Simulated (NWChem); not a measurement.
# C4H4OS; SMILES Oc1cccs1

```xyz
10

O     -0.1470    -2.1573     0.0000
C     -0.2222    -0.8164     0.0000
C     -1.3772    -0.0811     0.0000
C     -1.1171     1.3203     0.0000
C      0.2131     1.6305     0.0000
S      1.1876     0.2023     0.0000
H      0.7714    -2.4460     0.0000
H     -2.3650    -0.5410     0.0000
H     -1.9010     2.0795     0.0000
H      0.6893     2.6092     0.0000
```
Atoms are numbered in this order, from 1.

All runs: NWChem. All runs use the structure optimised with PBE0/def2-SVP. Level M06-2X/def2-SVP: energy and gradient on several grids; changes count from the extra-fine grid, which is no exact limit either.

Q: Which is the coarsest grid (xcoarse; fine; medium; coarse; xfine) from which on the energy stays within 50 μHa and each gradient component within 100 μHa/bohr of xfine?

A: fine.
```json
[
 {"grid": "xcoarse", "size of the energy change (μHa)": "30000", "largest change of a gradient component (μHa/bohr)": "4000", "time, medium = 1 (rough)": "about 1"},
 {"grid": "coarse", "size of the energy change (μHa)": "400", "largest change of a gradient component (μHa/bohr)": "700", "time, medium = 1 (rough)": "about 1"},
 {"grid": "medium", "size of the energy change (μHa)": "40", "largest change of a gradient component (μHa/bohr)": "300", "time, medium = 1 (rough)": "about 1"},
 {"grid": "fine", "size of the energy change (μHa)": "< 10", "largest change of a gradient component (μHa/bohr)": "60", "time, medium = 1 (rough)": "about 1"},
 {"grid": "xfine", "size of the energy change (μHa)": "< 10", "largest change of a gradient component (μHa/bohr)": "< 30", "time, medium = 1 (rough)": "2"}
]
```
